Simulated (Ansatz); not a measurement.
Mulliken charges of BClH3OSi, SMILES `[SiH3]O[B]Cl` radical from ωB97M-V/def2-TZVPP in Ansatz (PBE0-D4/def2-TZVP geometry).

```csv
atom,x (Å),y (Å),z (Å),charge (e)
Si1,-0.573,0.775,0.375,0.316
O2,0.045,-0.648,-0.234,-0.246
B3,1.256,-1.042,-0.597,0.070
Cl4,1.605,-2.637,-1.219,-0.098
H5,-1.201,0.457,1.676,-0.015
H6,0.516,1.767,0.541,-0.012
H7,-1.586,1.260,-0.588,-0.015
```

Problem. By hand: the dipole of these point charges (1 e Å = 4.8032 D).

Solution. Σ q r = (-0.226, 0.543, 0.231) e Å, of length 0.632 e Å = 3.04 D.

Problem. How does the dipole of the full density compare? (Estimate.)

Solution. Ansatz gave: (-0.233, 0.301, 0.148) e Å, 1.96 D; the point charges give 1.55 times that, at 14° from its direction.

Point charges leave out the atoms' own dipoles, such as those of lone pairs, and Mulliken's split depends on the basis, so the two needn't agree.
